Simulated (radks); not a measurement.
Spherical quantum dot in the effective-mass picture: electrons in a parabolic well V = omega^2 r^2 / 2 with omega = 0.713, with a point charge +1 (a donor) at the centre, all in effective atomic units (hartree* = m*/eps^2 hartree, bohr* = eps/m* bohr), one dielectric constant everywhere. Calculated with a radial shooting solver with Libxc functionals: non-relativistic Kohn-Sham, PBE, spin-polarised, spherical densities. Levels are named by radial order and angular momentum (1s, 1p, 1d, 2s, ...), and open shells are averaged over m. Each electron was tried in the lowest free levels, single moves between levels near the top were tried too, and the lowest total energy was kept; such a search can miss a lower state. At N = 1 the Hartree and exchange-correlation terms need not cancel, so that row can carry a self-interaction error.

N,open shells,2S,E (hartree*),mu = E(N) - E(N-1) (hartree*),addition energy mu(N+1) - mu(N) (hartree*),rms radius (bohr*)
1,"1s(up 1, down 0)",1,-0.0739476,-0.073948,0.8337,1.108
2,none,0,0.685846,0.75979,1.432,1.235
3,"1p(up 1, down 0)",1,2.87766,2.1918,0.4047,1.519
4,"1p(up 2, down 0)",2,5.47415,2.5965,0.4112,1.676
5,"1p(up 3, down 0)",3,8.48185,3.0077,0.5271,1.788
6,"1p(up 3, down 1)",2,12.0166,3.5348,0.3588,1.886
7,"1p(up 3, down 2)",1,15.9102,3.8936,0.3645,1.968
8,none,0,20.1683,4.2581,0.7200,2.040
9,"2s(up 1, down 0)",1,25.1464,4.9781,0.3843,2.133
10,none,0,30.5088,5.3624,0.4066,2.214
11,"1d(up 1, down 0)",1,36.2778,5.7690,0.3079,2.287
12,"1d(up 2, down 0)",2,42.3547,6.0769,0.3055,2.353
13,"1d(up 3, down 0)",3,48.7371,6.3824,0.3024,2.412
14,"1d(up 4, down 0)",4,55.4219,6.6848,0.2990,2.468
15,"1d(up 5, down 0)",5,62.4057,6.9838,0.3726,2.519
16,"1d(up 5, down 1)",4,69.7621,7.3564,0.2821,2.569
17,"1d(up 5, down 2)",3,77.4007,7.6385,0.2808,2.616
18,"1d(up 5, down 3)",2,85.3200,7.9194,0.2788,2.661
19,"1d(up 5, down 4)",1,93.5182,8.1982,0.2765,2.704
20,none,0,101.993,8.4747,0.6619,2.745
21,"1f(up 1, down 0)",1,111.129,9.1366,0.2563,2.792
22,"1f(up 2, down 0)",2,120.522,9.3929,0.2549,2.837
23,"1f(up 3, down 0)",3,130.170,9.6478,0.2532,2.880
24,"1f(up 4, down 0)",4,140.071,9.9010,0.2515,2.920
25,"1f(up 5, down 0)",5,150.224,10.152,0.2497,2.959
26,"1f(up 6, down 0)",6,160.626,10.402,0.2479,2.997
27,"1f(up 7, down 0)",7,171.276,10.650,0.3122,3.033
28,"1f(up 7, down 1)",6,182.238,10.962,0.2390,3.068
29,"1f(up 7, down 2)",5,193.439,11.201,0.2380,3.103
30,"1f(up 7, down 3)",4,204.878,11.439,0.2368,3.136
31,"1f(up 7, down 4)",3,216.554,11.676,0.2356,3.168
32,"1f(up 7, down 5)",2,228.466,11.912,0.2342,3.200
33,"1f(up 7, down 6)",1,240.612,12.146,0.2328,3.230
34,none,0,252.990,12.379,0.2861,3.260
35,"2p(up 1, down 0)",1,265.655,12.665,-,3.289

All shells are closed at N = 2, 8, 10, 20, 34 (there: 1s2 1p6 1d10 2s2 1f14); the second difference of the energy has clear peaks (12 % above both neighbours; the first and last values, which can be the largest, are not judged, and half-filled shells can peak too) at N = 2, 5, 8, 15, 20, 27.
